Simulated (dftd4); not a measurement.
C$_{2}$H$_{8}$Si, triplet, at the geometry of the source list (a higher spin typed on purpose: for a closed-shell molecule this is an excited state); D4 for wb97x (dftd4 4.2.0).

The dftd4 input:
```
$ dftd4 mol.xyz --func wb97x --charge 0 --json dftd4.json --noedisp

# file mol.xyz
11

Si     0.05110000    -0.57980000    -0.49790000
C      1.46950000     0.59420000    -0.03350000
C     -1.51350000    -0.09470000     0.46240000
H      0.42590000    -1.96030000    -0.16160000
H     -0.20990000    -0.48830000    -1.94100000
H      1.22740000     1.62610000    -0.27310000
H      2.37890000     0.33910000    -0.56950000
H      1.69260000     0.54890000     1.02900000
H     -2.34250000    -0.75140000     0.21540000
H     -1.82230000     0.92170000     0.23390000
H     -1.35710000    -0.15550000     1.53600000
```

Output, abridged:

```
                    ____  _____ _____     ____  _  _
      -------------|  _ \|  ___|_   _|---|  _ \| || |------------
     |             | | | | |_    | | ___ | | | | || |_           |
     |             | |_| |  _|   | ||___|| |_| |__   _|          |
     |             |____/|_|     |_|     |____/   |_|            |
     |             ===================================           |
     |            E. Caldeweyher, S. Ehlert & S. Grimme          |
     |          Mulliken Center for Theoretical Chemistry        |
     |                    University of Bonn                     |
      -----------------------------------------------------------

Rational (Becke-Johnson) damping: wb97x-D4-ATM
---------------------
  s6         1.0000
  s8         0.5093
  s9         1.0000
  a1         0.0662
  a2         5.4487
 alp        16.0000
--------------------

Dispersion energy:      -1.4076368839209E-02 Eh

[Info] JSON dump of results written to 'dftd4.json'
```
